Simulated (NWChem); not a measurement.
TiSClF; SMILES [F][Ti](=[S])[Cl]

Task: Give the equilibrium geometry at PBE-D3(BJ)/def2-SVP (NWChem) as a list of bonds and angles, with the point group.

Result: point group C1; any orientation.
Bonds (Å): Ti1–S2 2.067, Ti1–F3 1.759, Ti1–Cl4 2.211. Angles (°): S2–Ti1–F3 112.9, S2–Ti1–Cl4 114.7, F3–Ti1–Cl4 119.2.
